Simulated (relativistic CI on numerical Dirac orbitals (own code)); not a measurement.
**Ge V: calculation against measurement**

Calculated at this level of theory: Dirac-Coulomb-Breit CI, separate exchange-only KLI orbitals for each configuration, model QED (radiative potential, 1s self-energy scaled to tabulated hydrogen-like ionisation energies), valence Slater integrals scaled by 0.85, P86 correlation energy added to each configuration (own radial code, finite nucleus).

Configuration list (outside the closed core [Ar]): 3d¹⁰, 3d⁹4s, 3d⁹4p, 3d⁹4d, 3d⁹5s, 3d⁹5p, 3d⁸4s², 3d⁹4f, 3d⁹5d, 3d⁹6s, 3d⁹6p, 3d⁸4s4p, 3d⁹5f, 3d⁹5g, 3d⁹6d, 3d⁹6f, 3d⁸4p², 3d⁸4s4d. Levels of other configurations are missing.

```
Configuration  Term (tabulated)  J  Measured (cm⁻¹)  Computed  Error  Purity (%)
         3d¹⁰                1S  0              0.0         0      0         100
        3d⁹4s                3D  3         234219.3    232075  -2144         100
        3d⁹4s                3D  2         235967.0    233733  -2234          82
        3d⁹4s                3D  1         238764.9    236524  -2241         100
        3d⁹4s                1D  2         241935.2    239369  -2566          82
        3d⁹4p               3P°  2         323748.9    321355  -2394          96
        3d⁹4p               3P°  1         327753.0    325332  -2421          96
        3d⁹4p               3F°  3         327891.0    324964  -2927          67
        3d⁹4p               3F°  4         329847.8    326880  -2967         100
        3d⁹4p               3P°  0         330332.5    327708  -2624         100
        3d⁹4p               3F°  2         330790.6    327940  -2851          94
        3d⁹4p               1D°  2         335560.3    332294  -3266          62
        3d⁹4p               3D°  3         337168.1    333763  -3405          57
        3d⁹4p               3D°  2         340295.7    336820  -3476          58
        3d⁹4d                3S  1         456051.8    451054  -4997          90
        3d⁹4d                3G  5         461417.5    455290  -6128         100
        3d⁹4d                3G  4         461642.6    455511  -6131          62
        3d⁹4d                3P  2         461828.5    455689  -6140          77
        3d⁹4d                3D  3         463361.6    457112  -6250          85
        3d⁹4d                3P  0         463957.9    457809  -6149         100
        3d⁹4d                3D  1         467029.1    460774  -6255          80
        3d⁹4d                3F  4         467386.7    458353  -9033          60
        3d⁹5s         (5/2,1/2)  3         490741.7    483762  -6979         100
        3d⁹5s         (5/2,1/2)  2         491443.3    484444  -6999          54
        3d⁹5s         (3/2,1/2)  1         495288.4    488237  -7052         100
        3d⁹5s         (3/2,1/2)  2         495907.7    488833  -7074          54
        3d⁹5p               3P°  2         522959.0    516043  -6916          93
        3d⁹5p               3F°  3         524232.0    517226  -7006          57
        3d⁹5p               3F°  4         524950.0    517854  -7096         100
        3d⁹5p               3P°  1         525343.0    518414  -6929          74
        3d⁹5p               3D°  3         526902.0    519800  -7102          80
        3d⁹5p               3P°  0         528156.0    521114  -7042         100
        3d⁹5p               3F°  2         528625.0    521540  -7085          72
        3d⁹5p               1P°  1         529476.0    522693  -6783          79
        3d⁹5p               3D°  1         530928.0    523785  -7143          94
```

Measured levels from Sugar and Musgrove, J. Phys. Chem. Ref. Data 22, 1213 (1993); pairs were made by configuration, J and term (by order where the table uses no LS term), so strongly mixed levels may be paired wrongly.

Mean error by configuration (cm⁻¹): 3d⁹4s -2296; 3d⁹4p -2926; 3d⁹4d -6385; 3d⁹5s -7026; 3d⁹5p -7011. Over the excited levels the mean absolute error is 5230 cm⁻¹ (34 of the 51 excited levels that our extract of the source holds in range could be paired, and the others can miss by more), and the median relative error of those above 1,000 cm⁻¹ is 1.3 %.
